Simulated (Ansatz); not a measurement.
Reaction (substitution at a C–C bond): `C[CH2][GeH]([SiH3])[Cl]` + `O[SiH](O)F` → `CO[SiH](O)F` + `[CH3][GeH]([SiH3])[Cl]`

Program: Ansatz. Geometries: PBE0-D4/def2-TZVP. ΔE: electronic, gas phase. CBS: MP2 limit from def2 TZ/QZ plus the TZ coupled-cluster correction, frozen cores. This one scheme is used for every species. Functionals use def2-TZVPP. B3LYP here is the variant with VWN-RPA as its local correlation; programs differ in this. For Ge outer-core shells are correlated without core-valence functions, which leaves a few kJ/mol of doubt a bond. Scalar relativity is left out up to krypton. Each species was taken in one conformer, which may not be the lowest.

Task: Is it downhill or uphill in electronic energy at CCSD(T)/CBS, and by how much? (An estimate is asked.)

Result: The calculation gave: Uphill: ΔE = +0.55 eV.

Task: What do these levels give: revPBE-D4, BLYP-D4, B3LYP-D4, r2SCAN0-D4, BHLYP-D4, ωB97X-V, ωB97M-V, PBE-QIDH, PBE, CAM-B3LYP, HF/def2-SVP, HF/def2-QZVPP? (Estimate.)

Result: Ansatz gave: revPBE-D4 0.51, BLYP-D4 0.44, B3LYP-D4 0.45, r2SCAN0-D4 0.50, BHLYP-D4 0.45, ωB97X-V 0.46, ωB97M-V 0.49, PBE-QIDH 0.53, PBE 0.47, CAM-B3LYP 0.41, HF/def2-SVP 0.30, HF/def2-QZVPP 0.34 eV.

Largest T1 diagnostic among the species: 0.011.

The D4 term adds +0.05 eV with B3LYP and +0.03 eV with PBE0; it sums over pairs of atoms, weighted by their polarisabilities, and B3LYP, whose exchange is more repulsive, gets the larger term. In def2-TZVPP, CCSD(T) changes the Hartree–Fock value by +0.17 eV (the triples alone add +0.02 eV) and MP2 by +0.23 eV. Leaving LDA and LC-ωPBE aside and taking each functional with its dispersion term where it has one, the values spread over 0.09 eV, from BLYP-D4 to PBE-QIDH. LDA lies +0.07 eV from PBE without D4.
